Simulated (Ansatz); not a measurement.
`[OH][GeH]([F])[F]` → F₂ + `[OH][GeH]` at 500 K and 1 bar (germylene formation by 1,1-elimination).

Isolated molecules relaxed with PBE0-D4/def2-TZVP in Ansatz; ΔE leaves out vibrations. CCSD(T)/CBS adds triple-zeta CCSD(T) − MP2 to the extrapolated MP2 energy (def2 sets, frozen cores). This one scheme is used for every species. For Ge outer-core shells are correlated without core-valence functions, which leaves a few kJ/mol of doubt a bond. Scalar relativity is left out up to krypton. Each species was taken in one conformer, which may not be the lowest.

```csv
species,CCSD(T)/CBS energy (Eh),H − E (kJ/mol),S (J/(mol·K))
`[OH][GeH]([F])[F]`,-2352.17909,105.1,360.9
F₂,-199.39789,21.7,218.2
`[OH][GeH]`,-2152.47759,74.0,281.9
```

H − E and S are ideal-gas, rigid-rotor, harmonic terms from PBE0-D4/def2-TZVP, for one conformer and one mirror image of each species. 1 Eh = 2625.50 kJ/mol, R = 8.31446 J/(mol·K).

Q: By hand: ΔE, ΔH, ΔS and ΔG.

A: ΔE = (-199.39789) + (-2152.47759) − (-2352.17909) = 0.30361 Eh = 797.1 kJ/mol. Δ(H − E) = 21.7 + 74.0 − 105.1 = -9.4, so ΔH = 787.7 kJ/mol. ΔS = 218.2 + 281.9 − 360.9 = 139.2 J/(mol·K). ΔG = 787.7 − 500 × (139.2)/1000 = 718.1 kJ/mol.

Q: By hand: the equilibrium constant, and the temperature at which ΔG would vanish if ΔH and ΔS stayed fixed.

A: log₁₀ K = −ΔG/(RT ln 10) = -75.0. ΔG = 0 at ΔH/ΔS = 5659 K, far beyond where these terms or the molecules hold.

The number of gas molecules changes by +1, which sets the sign of ΔS. A doubt of 5 kJ/mol in ΔE shifts log₁₀ K by 0.5 here. Other conformers and mirror images would add mixing entropy, several J/(mol·K) or more a flexible species. These are equilibria of isolated gas molecules and say nothing of rates. Largest T1 diagnostic: 0.016 (customary marks: 0.02 for closed shells, 0.045 for open ones).
